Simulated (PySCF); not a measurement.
**Si⁺ (silicon, charge +1) across methods**

[Ne] 3s2 3p1, 2P determinant. All numbers are calculated (PySCF 2.14, the spin-free X2C one-electron Hamiltonian (Gaussian nucleus), in x2c-QZVPPall (9s6p4d2f1g, 70 functions)).

| method | E (hartree) | mean ε 3s α (eV) | mean ε 3s β (eV) | mean ε 3p α (eV) | Σ⟨r²⟩ (bohr²) | ⟨S²⟩ |
| --- | --- | --- | --- | --- | --- | --- |
| MN15 | -289.7101 | -20.977 | -19.952 | -13.498 | 19.85 | 0.753 |
| r2SCAN | -289.6548 | -19.567 | -18.558 | -12.563 | 19.72 | 0.760 |
| M06-L | -289.6737 | -19.628 | -18.490 | -12.286 | 19.42 | 0.755 |
| PBE0 | -289.5670 | -20.711 | -19.523 | -13.332 | 19.70 | 0.756 |
| LDA | -288.5199 | -19.412 | -18.568 | -12.070 | 19.72 | 0.752 |
| PBE | -289.5445 | -19.312 | -18.425 | -12.190 | 19.71 | 0.754 |
| HSE06 | -289.5839 | -20.302 | -19.137 | -12.925 | 19.69 | 0.756 |
| BP86 | -289.7173 | -19.405 | -18.584 | -12.245 | 19.64 | 0.754 |

Q: Estimate the same row for UHF.

A: E (hartree) = -289.18309; mean ε 3s α (eV) = -24.130; mean ε 3s β (eV) = -21.724; mean ε 3p α (eV) = -16.211; Σ⟨r²⟩ (bohr²) = 20.02; ⟨S²⟩ = 0.766.
